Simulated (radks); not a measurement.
Q: The mean radii <r> (bohr) of the occupied orbitals of an atom or ion are listed with their occupations. Calculated with a radial shooting solver on a logarithmic mesh with Libxc functionals: scalar-relativistic Kohn-Sham, LDA (Slater exchange, Perdew-Wang correlation), spin-polarised, spherical densities, finite nucleus; Fermi nuclear charge, rms radius of each element as measured or else 0.836 A^(1/3) + 0.57 fm.

| orbital | occ. | <r> |
|---|---|---|
| 1s up | 1 | 0.05856 |
| 1s down | 1 | 0.05855 |
| 2s up | 1 | 0.2677 |
| 2s down | 1 | 0.2674 |
| 2p up | 3 | 0.2360 |
| 2p down | 3 | 0.2356 |
| 3s up | 1 | 0.8118 |
| 3s down | 1 | 0.8144 |
| 3p up | 3 | 0.8577 |
| 3p down | 3 | 0.8621 |
| 3d up | 5 | 1.097 |
| 3d down | 1 | 1.147 |
| 4s up | 1 | 2.637 |

Name the element and its charge. Open shells, if any, are filled with parallel spins first.

A: Z = 26, iron, charge +1: Fe+ in [Ar] 3d6 4s1. The 1s radius gives Z: for a bare nucleus <r> = (2 gamma + 1)/(2Z) with gamma = sqrt(1 - (Z/c)^2), 0.05699 bohr for Z = 26, and screening makes it slightly larger (0.05856 here). The occupations add up to 25, and the charge is Z minus that.
